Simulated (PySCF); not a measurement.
PBE on Ta⁻ (tantalum, charge -1), [Xe] 4f14 5d4 6s2, high-spin 5D determinant. All numbers are calculated (PySCF 2.14, scalar relativity through the core potential, in def2-TZVPPD with the def2 core potential (60 electrons) (6s5p3d2f1g, 59 functions)).

```
cycle= 1 E= -56.8717163208624  delta_E= -0.0141  |g|= 0.0188  |ddm|= 0.767
cycle= 2 E= -56.872021873057  delta_E= -0.000306  |g|= 0.0087  |ddm|= 0.149
cycle= 3 E= -56.8720463338927  delta_E= -2.45e-05  |g|= 0.00791  |ddm|= 0.0351
cycle= 4 E= -56.8720910789107  delta_E= -4.47e-05  |g|= 0.000588  |ddm|= 0.0202
cycle= 5 E= -56.8720917240628  delta_E= -6.45e-07  |g|= 6.42e-05  |ddm|= 0.00525
cycle= 6 E= -56.8720917363145  delta_E= -1.23e-08  |g|= 1.83e-05  |ddm|= 0.000536
cycle= 7 E= -56.8720917366614  delta_E= -3.47e-10  |g|= 3.68e-06  |ddm|= 8.24e-05
converged SCF energy = -56.8720917366614  <S^2> = 6.0140848  2S+1 = 5.0056307
```

Highest occupied orbital energy: 2.835 eV; ⟨L²⟩ = 6.06; populations by l: s 3.99, p 6.00, d 4.01, f 0.00.

Q: Can this result be used?

A: With care. The calculation finished and met its thresholds. Energies and moments cover only the electrons outside the core potential. Spin-orbit coupling, absent here, splits the open shell strongly. At PBE the highest occupied level has a positive energy, so only the finite basis holds that electron; in a semilocal or global hybrid functional this comes from self-interaction and does not mean that the real anion is unbound.
